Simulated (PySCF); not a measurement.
Ru(O)3(OH)2 (H2O5Ru), SMILES [O]=[Ru](=[O])(=[O])([OH])[OH], multiplicity 1. The structure is a stationary point at B3LYP-D3(BJ)/def2-SVP. The multiplicity is an assumed one; other spin states were not compared. The def2 effective core potentials stand for the cores of Ru; spin–orbit coupling is left out. One conformer was computed; it need not be the lowest.

Computed equilibrium geometry at B3LYP-D3(BJ)/def2-SVP (PySCF confirms it by a frequency run) as Cartesian coordinates in Å, and its point group (one conformer of several):
point group Cs.
```xyz
8

Ru    -0.0560    -0.0216     0.0000
O      0.5739    -1.5942     0.0000
O      0.3868     1.6342     0.0000
O     -1.7215    -0.1046     0.0000
O      0.4701    -0.0211     1.8491
H      0.5144     0.9019     2.1567
O      0.4701    -0.0211    -1.8491
H      0.5144     0.9019    -2.1567
```
Charge 0, spin multiplicity 1.
